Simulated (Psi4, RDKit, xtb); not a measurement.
Internal rotation in SMILES CC/C=C\[SiH3]. Scanned: dihedral C1–C2–C3–C4; all other coordinates were relaxed at GFN2-xTB. Points at φ and −φ are mirror images. Heavy atoms are numbered in the order of the SMILES CC/C=C\[SiH3], hydrogens after them in the order of the atoms that carry them; the mirror image has the same energies with the sign of each dihedral reversed.

- MMFF94 // GFN2-xTB (RDKit)
- GFN1-xTB // GFN2-xTB (xtb)
- PBE-D3(BJ)/def2-TZVP // GFN2-xTB (Psi4)

Energies relative to the lowest point of each profile, in kJ/mol:

```json
[
 {"φ / °": "-165", "MMFF94": "5.4", "GFN1-xTB": "4.9"},
 {"φ / °": "-120", "MMFF94": "0.0", "GFN1-xTB": "0.0"},
 {"φ / °": "-90", "MMFF94": "3.3", "GFN1-xTB": "1.9"},
 {"φ / °": "-60", "MMFF94": "14.4", "GFN1-xTB": "4.0"},
 {"φ / °": "-45", "MMFF94": "18.5", "GFN1-xTB": "6.2"},
 {"φ / °": "-30", "MMFF94": "18.0", "GFN1-xTB": "6.5"},
 {"φ / °": "-15", "MMFF94": "17.1", "GFN1-xTB": "5.9"},
 {"φ / °": "15", "MMFF94": "17.1", "GFN1-xTB": "5.9"},
 {"φ / °": "105", "MMFF94": "0.8", "GFN1-xTB": "0.3"},
 {"φ / °": "120", "MMFF94": "0.0", "GFN1-xTB": "0.0"},
 {"φ / °": "150", "MMFF94": "3.2", "GFN1-xTB": "2.8"},
 {"φ / °": "180", "MMFF94": "6.2", "GFN1-xTB": "6.0"}
]
```

Task: Predict the corresponding PBE-D3(BJ)/def2-TZVP column.

Result: -165: 4.7; -120: 0.0; -90: 2.8; -60: 7.4; -45: 10.2; -30: 10.1; -15: 8.8; 15: 8.8; 105: 0.7; 120: 0.0; 150: 2.6; 180: 5.6 (kJ/mol).

MMFF94 has few fitted parameters for silicon.
